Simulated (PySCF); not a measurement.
## Selenium: a sound run and one with changed settings

Sound run: Se [Ar] 3d10 4s2 4p4, Se⁺ [Ar] 3d10 4s2 4p3. Computed with PySCF 2.14 in 6-31G*, with the non-relativistic Hamiltonian (point nucleus). In the sound run the correlated levels freeze [Ar] 3d10. The sound run starts from symmetry-adapted Hartree-Fock orbitals and uses a fine grid where one is needed.

Changed run: basis STO-3G. This setting is unsound on purpose.

| species | method | sound run (hartree) | changed run (hartree) | converged |
| --- | --- | --- | --- | --- |
| Se | UHF | -2399.52343 | -2373.52734 | yes |
| Se | M06-L | -2401.10445 | -2374.86417 | yes |
| Se | MN15 | -2401.51602 | -2372.32488 | yes |
| Se | MP2 | -2399.59300 | -2373.52734 | yes |
| Se⁺ | UHF | -2399.21035 | -2373.29984 | yes |
| Se⁺ | M06-L | -2400.76023 | -2374.58455 | yes |
| Se⁺ | MN15 | -2401.16929 | -2372.05993 | yes |
| Se⁺ | MP2 | -2399.26649 | -2373.29984 | yes |

Ionisation energy of Se:

```
 method  sound run (eV)  changed run (eV)
    UHF           8.519             6.191
  M06-L           9.367             7.609
   MN15           9.435             7.210
    MP2           8.885             6.191
SCS-MP2           8.902             6.191
```

A minimal basis cannot let orbitals breathe on ionisation and holds almost no correlation.

For comparison, NIST gives 9.752 eV between the lowest levels.
